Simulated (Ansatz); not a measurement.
Program: Ansatz. Geometries: PBE0-D4/def2-TZVP. ΔE: electronic, gas phase. CBS: MP2 limit from def2 TZ/QZ plus the TZ coupled-cluster correction, frozen cores. Functionals use def2-TZVPP. For Zn outer-core shells are correlated without core-valence functions, which leaves a few kJ/mol of doubt a bond. Scalar relativity is left out up to krypton. Each species was taken in one conformer, which may not be the lowest.

`[NH2][Zn][AlH][F]` + `[SiH3]S` → `[F][AlH][S][SiH3]` + `[NH2][ZnH]`  (cleavage of the Al–Zn bond)

`[NH2][Zn][AlH][F]`:

```xyz
7

N    -0.314   -2.158    0.091
Zn   -0.040   -0.358    0.046
Al    0.234    2.080    0.010
F    -0.068    2.834   -1.437
H    -0.001   -2.751    0.844
H    -0.487   -2.715   -0.730
H     0.675    3.068    1.175
```

`[SiH3]S`:

```xyz
6

Si   -0.367   -0.052    0.376
S     1.528    0.473   -0.462
H    -1.475    0.702   -0.262
H    -0.263    0.315    1.808
H    -0.639   -1.506    0.244
H     1.216    0.068   -1.705
```

`[F][AlH][S][SiH3]`:

```xyz
8

F    -3.200    1.154   -0.008
Al   -1.579    0.908   -0.140
S    -0.875   -1.026    0.537
Si    1.220   -0.804    0.149
H    -0.679    2.050   -0.727
H     1.645   -1.854   -0.807
H     1.963   -0.965    1.422
H     1.504    0.536   -0.425
```

`[NH2][ZnH]`:

Cartesian coordinates in Å:
```
N 0.042 0.788 -0.273
Zn -0.172 -0.847 0.488
H -0.412 0.999 -1.150
H 0.947 1.234 -0.263
H -0.405 -2.174 1.198
```

CCSD(T)/CBS gives -0.91 eV.

(1) Another level gave -0.86 eV. Which?
A. MP2/def2-TZVPP
B. PBE/def2-TZVPP
C. HF/def2-TZVPP
D. r2SCANh-D4/def2-TZVPP

Largest T1 diagnostic among the species: 0.016.

Answers

(1) C. HF/def2-TZVPP -0.86, PBE -0.78, r2SCANh-D4 -0.95, MP2/def2-TZVPP -1.02 eV.

The D4 term adds −0.07 eV with B3LYP and −0.04 eV with PBE0; it sums over pairs of atoms, weighted by their polarisabilities, and B3LYP, whose exchange is more repulsive, gets the larger term. From PBE to PBE0 (25 % exact exchange), in def2-TZVPP and without D4, ΔE moves by −0.05 eV. In def2-TZVPP, CCSD(T) changes the Hartree–Fock value by −0.06 eV (the triples alone add −0.02 eV) and MP2 by −0.16 eV.

B3LYP here is the variant with VWN-RPA as its local correlation; programs differ in this.
